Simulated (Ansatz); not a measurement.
`[NH2][SnH2][Br]` + H₂O → `[OH][SnH2][Br]` + NH₃ at 298.15 K and 1 bar (formal hydrolysis of the Sn–N bond).

Calculated with Ansatz (gas phase, PBE0-D4/def2-TZVP geometries, no zero-point term in ΔE). CBS: MP2 limit from def2 TZ/QZ plus the TZ coupled-cluster correction, frozen cores. This one scheme is used for every species. Elements past krypton have def2 core potentials. For Br, Sn outer-core shells are correlated without core-valence functions, which leaves a few kJ/mol of doubt a bond. Scalar relativity is left out up to krypton. Each species was taken in one conformer, which may not be the lowest.

```
          species  CCSD(T)/CBS energy (Eh)  H − E (kJ/mol)  S (J/(mol·K))
`[NH2][SnH2][Br]`              -2844.49555           122.0          342.4
              H₂O                -76.37941            66.4          188.7
 `[OH][SnH2][Br]`              -2864.37583            89.8          332.5
              NH₃                -56.50880           100.5          192.4
```

H − E and S are ideal-gas, rigid-rotor, harmonic terms from PBE0-D4/def2-TZVP, for one conformer and one mirror image of each species. 1 Eh = 2625.50 kJ/mol, R = 8.31446 J/(mol·K).

Q: By hand: ΔE, ΔH, ΔS and ΔG.

A: ΔE = (-2864.37583) + (-56.50880) − (-2844.49555) − (-76.37941) = -0.00967 Eh = -25.4 kJ/mol. Δ(H − E) = 89.8 + 100.5 − 122.0 − 66.4 = 1.9, so ΔH = -23.5 kJ/mol. ΔS = 332.5 + 192.4 − 342.4 − 188.7 = -6.2 J/(mol·K). ΔG = -23.5 − 298.15 × (-6.2)/1000 = -21.7 kJ/mol.

Q: By hand: the equilibrium constant, and the temperature at which ΔG would vanish if ΔH and ΔS stayed fixed.

A: log₁₀ K = −ΔG/(RT ln 10) = 3.8. ΔG = 0 at ΔH/ΔS = 3790 K, far beyond where these terms or the molecules hold.

The number of gas molecules stays the same, so ΔS is small and ΔH decides. A doubt of 5 kJ/mol in ΔE shifts log₁₀ K by 0.9 here. Other conformers and mirror images would add mixing entropy, several J/(mol·K) or more a flexible species. These are equilibria of isolated gas molecules and say nothing of rates. Largest T1 diagnostic: 0.011 (customary marks: 0.02 for closed shells, 0.045 for open ones).
